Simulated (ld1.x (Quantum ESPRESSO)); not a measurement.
**What one change does to a pseudopotential (I (Z = 53), TM)**

```
Element                 : iodine
Generator               : ld1.x (Quantum ESPRESSO) 7.5
Type                    : norm-conserving Troullier–Martins (Kleinman–Bylander form)
Functional              : PBE
Relativity              : scalar-relativistic
Frozen core             : [Kr]
Valence charge          : 17
Reference configuration : 4d10 5s2 5p5
Partial waves           : 5s (bound): rc 1.50 bohr; 5p (bound): rc 2.05 bohr; 4d (bound): rc 1.10 bohr
Local potential         : the d channel
Core correction         : Bessel-smoothed model core inside 0.80 bohr
```

Change: wave 5s (bound): rc 1.50 bohr becomes 5s (bound): rc 2.04 bohr.

Cutoffs: the cutoffs (Ry, on a coarse ladder) from which the occupation-weighted sum of valence levels, in a spherical-Bessel basis at the reference potential, stays within 10 and 1 mRy of its value at 400 Ry; they do not see the model core or the augmentation charge, which bear on the density cutoff. Errors are all-electron minus pseudo energies relative to the spin-unpolarised reference configuration.

Question: Predict the effect on cutoff, ghosts and configuration errors.

Answer: The potential gets neither clearly harder nor softer (120 Ry and 200 Ry → 120 Ry and 200 Ry); both files keep a bound ghost (p, s); of the 7 tests that both files solve, the error grows in 4 and shrinks in 0 by more than 15 % and 0.3 meV (median size 2.7 → 4.1 meV). More of the atom is replaced by a form fitted at one configuration, so other configurations suffer.

```csv
quantity,base,changed
"cutoff, loose",120 Ry,120 Ry
"cutoff, tight",200 Ry,200 Ry
loose cutoff by channel (10 mRy a level),"s 35 Ry, p 6 Ry, d 100 Ry","s 21 Ry, p 6 Ry, d 100 Ry"
bound ghosts,"s, p","s, p"
"error for 4d10 5s2 5p4, meV [ΔE 11.13 eV]",-1.5,-1.4
"error for 4d10 5s2 5p3, meV [ΔE 30.98 eV]",+0.4,+1.0
"error for 4d10 5s2 5p2, meV [ΔE 60.31 eV]",+8.3,+11
"error for 4d10 5s2 5p4.5, meV [ΔE 4.53 eV]",-0.9,-0.9
"error for 4d10 5s1 5p6, meV [ΔE 10.41 eV]",-4.9,-6.1
"error for 4d10 5s1 5p5, meV [ΔE 22.11 eV]",-2.7,-4.1
"error for 4d9 5s2 5p5, meV [ΔE 58.25 eV]",-362,-362
s: phases at 2.25 bohr within 0.05 rad from the reference energy up to (Ry; the scan ends near 5),2.3,2.2
p: phases at 2.25 bohr within 0.05 rad from the reference energy up to (Ry; the scan ends near 5),4.5,4.5
d: phases at 2.25 bohr within 0.05 rad from the reference energy up to (Ry; the scan ends near 5),to the end of the scan,to the end of the scan
```

 A true bound ghost makes a file unfit for plane-wave use even where its test errors are small: the radial tests pick states by their node count and pass the ghost by.
